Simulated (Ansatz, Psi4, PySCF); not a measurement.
C5H11O2 (SMILES CC(C)(C)C(O)=[OH+]), charge +1, singlet, geometry from GFN2-xTB. Base run: PBE0/STO-3G in PySCF.

Geometry (Å):
```xyz
18

C     -1.1112    -0.1729    -1.3338
C     -0.5701    -0.1700     0.1199
C     -1.3370     0.8524     0.9592
C     -0.6647    -1.5757     0.7138
C      0.8540     0.2431    -0.0657
O      1.1258     1.4899    -0.0605
O      1.7229    -0.6669    -0.2785
H     -0.5814    -0.8900    -1.9553
H     -2.1565    -0.4666    -1.2913
H     -1.0535     0.8151    -1.7830
H     -2.3775     0.5500     1.0228
H     -1.2955     1.8434     0.5174
H     -0.9370     0.9015     1.9682
H     -0.2442    -1.6008     1.7153
H     -1.7092    -1.8636     0.7789
H     -0.1469    -2.3050     0.0982
H      2.0386     1.7848    -0.2483
H      2.6476    -0.4146    -0.4706
```
Charge +1, spin multiplicity 1.
All else is at PySCF's defaults.

The same geometry, method and basis name were run in Ansatz (an electronic-structure program) and Psi4 and PySCF, at each program's defaults and at the settings that a row names. The base is PySCF at its defaults. Differences at the defaults can come from grids, fitting, cores and function types together.

```json
[
 {"code and settings": "PySCF, defaults (exact integrals, its default grid, spherical functions)", "ΔE vs base (µEh)": "0.0", "basis functions": "46", "E (Eh)": "-342.59121", "SCF cycles": "9"},
 {"code and settings": "Psi4, defaults (density fitting with its default set, its default grid, spherical functions)", "ΔE vs base (µEh)": "-1976", "basis functions": "46", "E (Eh)": "-342.59319", "SCF cycles": "7"},
 {"code and settings": "Ansatz, defaults (factorised integrals, its default grid, spherical functions)", "ΔE vs base (µEh)": "0.0", "basis functions": "46", "E (Eh)": "-342.59121", "SCF cycles": "-"},
 {"code and settings": "PySCF, density fitting with def2-universal-jkfit", "ΔE vs base (µEh)": "-1977", "basis functions": "46", "E (Eh)": "-342.59319", "SCF cycles": "9"},
 {"code and settings": "PySCF, fine grid", "ΔE vs base (µEh)": "-5.1", "basis functions": "46", "E (Eh)": "-342.59122", "SCF cycles": "9"},
 {"code and settings": "Psi4, exact integrals, spherical functions, fine grid", "ΔE vs base (µEh)": "-4.1", "basis functions": "46", "E (Eh)": "-342.59122", "SCF cycles": "11"},
 {"code and settings": "Ansatz, high accuracy", "ΔE vs base (µEh)": "-4.6", "basis functions": "46", "E (Eh)": "-342.59122", "SCF cycles": "-"}
]
```
